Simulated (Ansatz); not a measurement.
**Molecular dynamics of CH6ClGe**

Input:

```yaml
crystal:
  periodic: [false, false, false]
  atoms:
    - { symbol: Cl, position_ang: [-0.250726, 0.032281, -0.146422] }
    - { symbol: Ge, position_ang: [2.022054, -0.377064, 0.908441] }
    - { symbol: C, position_ang: [-2.103218, 0.390011, -0.949856] }
    - { symbol: H, position_ang: [1.841669, -0.309404, 2.442314] }
    - { symbol: H, position_ang: [2.991445, 0.727254, 0.426792] }
    - { symbol: H, position_ang: [2.534325, -1.77311, 0.483181] }
    - { symbol: H, position_ang: [-1.892979, 0.721389, -1.970543] }
    - { symbol: H, position_ang: [-2.529762, 1.164172, -0.306019] }
    - { symbol: H, position_ang: [-2.612809, -0.575529, -0.887988] }
magnetization:
  spin_polarized: true
  initial_magnetization: 1
basis:
  gaussian: { orbitals: def2-SVP }
hamiltonian:
  xc: b3lyp
  dispersion: d4
md:
  timestep: 0.5
  n_steps: 200
  ensemble: nve
  temperature: 100.0
  initial_velocities: maxwell_boltzmann
  seed: 9748
```

Launched with:

```bash
$ ansatz run input.yaml --threads 2 --pin off --max-ram 3072MiB --backend cpu --events-out ev --progress --plain --runs-dir out
```

It starts at the highest image of a converged band. Of that band: A vibrational analysis at the climbing image gives one clearly imaginary mode, 365i cm⁻¹, and a faint second one (32i cm⁻¹) that may be numerical noise or a soft torsion: probably a first-order saddle point.

Output, in part (step lines, the closing report, with atoms numbered from 0):

```
md step     0: t =     0.00 fs  T =   100.0 K  F+E_penalty+E_count = -70163.91973520 eV  E_kin = 0.090482 eV  conserved = -70163.82925320 eV  (30 SCF iters)
md step     1: t =     0.50 fs  T =    98.7 K  F+E_penalty+E_count = -70163.91852645 eV  E_kin = 0.089295 eV  conserved = -70163.82923129 eV  (28 SCF iters)
md step     2: t =     1.00 fs  T =    94.7 K  F+E_penalty+E_count = -70163.91490306 eV  E_kin = 0.085725 eV  conserved = -70163.82917794 eV  (27 SCF iters)
md step     3: t =     1.50 fs  T =    89.1 K  F+E_penalty+E_count = -70163.90968968 eV  E_kin = 0.080580 eV  conserved = -70163.82910948 eV  (28 SCF iters)
md step     4: t =     2.00 fs  T =    82.8 K  F+E_penalty+E_count = -70163.90395569 eV  E_kin = 0.074912 eV  conserved = -70163.82904414 eV  (28 SCF iters)
md step     5: t =     2.50 fs  T =    77.1 K  F+E_penalty+E_count = -70163.89872742 eV  E_kin = 0.069730 eV  conserved = -70163.82899736 eV  (28 SCF iters)
md step     6: t =     3.00 fs  T =    72.7 K  F+E_penalty+E_count = -70163.89473969 eV  E_kin = 0.065760 eV  conserved = -70163.82897934 eV  (28 SCF iters)
md step     7: t =     3.50 fs  T =    69.9 K  F+E_penalty+E_count = -70163.89227545 eV  E_kin = 0.063283 eV  conserved = -70163.82899269 eV  (27 SCF iters)
[... lines left out ...]
Total energy: -70164.17862953 eV, -2578.4860056470 hartree
Atom 0 at    -0.661589    -0.014800    -0.375992 Å, force     0.002047     0.022709     0.141903 eV/Å
Atom 1 at     2.245114    -0.401232     1.022112 Å, force     0.037491     0.355085     0.045286 eV/Å
Atom 2 at    -2.247422     0.569506    -0.968972 Å, force    -0.494312     0.481961    -0.327372 eV/Å
Atom 3 at     2.099020     0.042357     2.501971 Å, force    -0.021611    -0.014365    -0.048700 eV/Å
Atom 4 at     2.895217     0.728748     0.184235 Å, force    -0.092773     0.064638     0.019742 eV/Å
Atom 5 at     3.161126    -1.616914     0.916050 Å, force     0.192988    -0.417853     0.030566 eV/Å
Atom 6 at    -2.077501     1.203823    -1.865816 Å, force    -0.086864    -0.263963     0.357561 eV/Å
Atom 7 at    -2.793872     1.158876    -0.199734 Å, force     0.439416    -0.240344    -0.168923 eV/Å
Atom 8 at    -2.856581    -0.303742    -1.237967 Å, force     0.023618     0.012132    -0.050063 eV/Å
Dipole moment:    -0.421592     0.117889    -0.157515 e Å
```

The steps, from the saved trajectory:

```csv
time (fs),T (K),potential energy less start (eV),conserved less start (meV/atom)
0.0,100,0.000,0.00
3.0,73,0.025,0.03
6.0,63,0.034,0.01
9.0,43,0.052,0.02
12.0,38,0.056,0.03
15.0,62,0.035,0.01
18.0,65,0.032,0.03
21.0,71,0.026,0.01
24.0,58,0.038,0.02
27.0,42,0.052,0.02
30.0,44,0.051,0.02
33.0,65,0.032,0.02
36.0,87,0.012,0.02
39.0,117,-0.015,0.01
42.0,120,-0.018,0.02
45.0,114,-0.012,0.02
48.0,122,-0.020,0.01
51.0,125,-0.022,0.03
54.0,159,-0.053,0.02
57.0,185,-0.077,0.02
60.0,198,-0.088,0.02
63.0,213,-0.102,0.02
66.0,226,-0.114,0.02
69.0,244,-0.130,0.03
72.0,284,-0.167,0.01
75.0,302,-0.182,0.02
78.0,318,-0.197,0.02
81.0,321,-0.200,0.01
84.0,302,-0.183,0.03
87.0,314,-0.194,0.01
90.0,327,-0.205,0.03
93.0,364,-0.239,0.01
96.0,389,-0.261,0.02
99.0,394,-0.266,0.01
```

All steps were run. The conserved energy stayed within 0.032 meV per atom of its start (net change 0.025 meV per atom), so the integration is sound. The system heated up, since it started high on the potential surface and ran downhill. A run of 0.1 ps of so small a system gives no equilibrium averages.

The step under study would form Cl1–C3 and break Cl1–Ge2. These pairs go: Cl1–C3 2.05 → 1.79 Å, Cl1–Ge2 2.54 → 3.25 Å. In the last frame they stand as after the step (other bonds may differ from the relaxed reactants and products). It ends as CH3Cl + GeH3. Pairs count as bonded within 1.25 times the sum of covalent radii (0.12 Å more for H–H).

Last frame:

```xyz
9
Properties=species:S:1:pos:R:3
Cl -0.662 -0.015 -0.376
Ge 2.245 -0.401 1.022
C -2.247 0.570 -0.969
H 2.099 0.042 2.502
H 2.895 0.729 0.184
H 3.161 -1.617 0.916
H -2.078 1.204 -1.866
H -2.794 1.159 -0.200
H -2.857 -0.304 -1.238
```

The run took 10 min on 2 threads of Arm Neoverse V2, with other jobs on the host, peak memory 0.27 GiB.
